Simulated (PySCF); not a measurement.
Species: C4H2F5O (charge +1).
Structure used (GFN2-xTB), in Å, numbered top down from 1:
```
atom  x, y, z in Å
O1    -2.080    1.602    0.923
C2    -1.581    0.648    0.648
C3    -0.994   -0.565    0.298
C4     0.246   -0.440   -0.683
F5    -0.157    0.100   -1.832
F6     0.698   -1.663   -0.928
C7     1.362    0.455   -0.024
F8     1.807   -0.144    1.073
F9     2.344    0.723   -0.836
F10    0.762    1.597    0.363
H11   -1.740   -1.197   -0.225
H12   -0.665   -1.117    1.199
```

The closed-shell SCF was solved with PySCF and density fitting under several settings on one GFN2-xTB geometry (grid level 2 and gas phase unless stated).

| settings | basis functions | SCF cycles | E (Eh) | HOMO (eV) | LUMO (eV) |
| --- | --- | --- | --- | --- | --- |
| PBE0/pcSseg-1 | 180 | 14 | -726.9502 | -15.71 | -8.65 |
| PBE0/def2-SVPD | 234 | 14 | -726.5032 | -15.74 | -8.66 |

Q: Estimate the rows for these settings: (1) HF/pcSseg-0, energy threshold 1e-08 Eh; (2) PBE0/6-311G**, IEF-PCM methanol.

A: 
| settings | basis functions | SCF cycles | E (Eh) | HOMO (eV) | LUMO (eV) |
| --- | --- | --- | --- | --- | --- |
| HF/pcSseg-0, energy threshold 1e-08 Eh | 94 | 10 | -722.5205 | -20.57 | -5.07 |
| PBE0/6-311G**, IEF-PCM methanol | 192 | 14 | -727.3133 | -11.22 | -3.49 |

Q: Over all rows, what range does the HOMO–LUMO gap span?

A: From 7.06 eV (PBE0/pcSseg-1) to 15.50 eV (HF/pcSseg-0, energy threshold 1e-08 Eh). The functional of the narrowest has 25 % exact exchange, that of the widest 100 % exact exchange.

Q: Compare two rows with the functional PBE0: PBE0/pcSseg-1 and PBE0/def2-SVPD. Which energy is lower, and by how much?

A: PBE0/pcSseg-1 (180 functions) lies 0.4470 Eh or 280 kcal/mol below PBE0/def2-SVPD (234 functions). The smaller set gives the lower energy; the two sets aren't nested, so the variational bound doesn't order them by size.

Cycle counts include a coarse-grid stage where the run had one. All basis functions are spherical, in the Pople sets too. The species at its GFN2-xTB geometry (one conformer only).
